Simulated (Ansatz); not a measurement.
Reaction (redistribution): `OB1O[SiH2]1` + `OC[SiH2]S` → `B1O[SiH2]1` + `OC[SiH](O)S`

Program: Ansatz. Geometries: PBE0-D4/def2-TZVP. ΔE: electronic, gas phase. CBS: MP2 limit from def2 TZ/QZ plus the TZ coupled-cluster correction, frozen cores. DFT in def2-TZVPP. B3LYP here is the variant with VWN-RPA as its local correlation; programs differ in this. One conformer a species, not always the lowest.

```tsv
level	ΔE (kJ/mol)
PBE-D4	26.0
ωB97M-V	21.2
PBE	28.0
r2SCAN	22.5
B3LYP	26.3
HF/def2-TZVPP	28.5
HF/def2-QZVPP	28.1
MP2/def2-QZVPP	18.4
```

Q: What does CCSD(T)/CBS give? (Best estimate.)

A: Computed: +18.2 kJ/mol. The listed levels differ from it by 7.8, 3.0, 9.8, 4.3, 8.1, 10.3, 9.9, 0.2 kJ/mol.

Largest T1 diagnostic among the species: 0.017.

The D4 term adds −3.4 kJ/mol with B3LYP and −1.8 kJ/mol with PBE0; it sums over pairs of atoms, weighted by their polarisabilities, and B3LYP, whose exchange is more repulsive, gets the larger term. In def2-TZVPP, CCSD(T) changes the Hartree–Fock value by −6.8 kJ/mol (the triples alone add −1.2 kJ/mol) and MP2 by −8.0 kJ/mol.
